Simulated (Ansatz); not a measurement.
Ansatz results at the PBE0-D4/def2-TZVP geometry: zero-point energy (PBE0-D4/def2-TZVP) 154.6 kJ/mol; size of the dipole moment (PBE/def2-TZVPP) 3.13 D; size of the dipole moment (B3LYP/def2-TZVPP) 3.13 D.

Each molecule was computed in one conformer, which needn't be the lowest.

**Question.** Which molecule gave them?
A. `CO[SiH2][NH]`•
B. `CO[SiH]C#N`•
C. `[SiH3][O][GaH]`•
D. `[OH][GeH2]`•

**Answer.** B. The others give `[OH][GeH2]`•: 72.2, 1.27, 1.38; `CO[SiH2][NH]`•: 188.7, 1.99, 2.08; `[SiH3][O][GaH]`•: 89.9, 1.25, 1.40.

B3LYP here is the variant with VWN-RPA as its local correlation; programs differ in this.
